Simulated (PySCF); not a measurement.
C4H9BO3Si2, SMILES OB(O)[SiH2][SiH2]c1ccco1 (GFN2-xTB optimised geometry):

```
19

O     -4.421    -3.766    -1.790
B     -3.837    -2.931    -2.677
O     -3.875    -3.314    -3.985
Si    -3.010    -1.298    -1.944
Si    -1.679    -1.615    -0.070
C     -0.373    -0.272     0.000
C      0.996    -0.272     0.000
C      1.408     1.080     0.000
C      0.261     1.812    -0.003
O     -0.813     1.011    -0.005
H     -4.820    -4.551    -2.171
H     -3.472    -2.737    -4.631
H     -2.213    -0.605    -2.990
H     -4.023    -0.272    -1.624
H     -0.911    -2.871    -0.041
H     -2.411    -1.561     1.204
H      1.626    -1.138     0.004
H      2.411     1.454     0.001
H      0.087     2.871    -0.002
```

Level of theory: PBE/def2-SVP in PySCF.

### Question
What are the frontier orbital energies and the dipole moment?

### Answer
HOMO-2 -6.84 eV, HOMO-1 -6.73 eV, HOMO -5.38 eV, LUMO -1.07 eV, LUMO+1 -0.83 eV; dipole moment 2.07 D.

Meta-Löwdin charges at PBE/def2-SVP: O1 -0.44, B2 0.20, O3 -0.44, Si4 0.15, Si5 0.34, C6 -0.06, C7 -0.16, C8 -0.17, C9 0.03, O10 -0.20, H11 0.32, H12 0.34, H13 -0.07, H14 -0.05, H15 -0.07, H16 -0.07, H17 0.12, H18 0.12, H19 0.12.
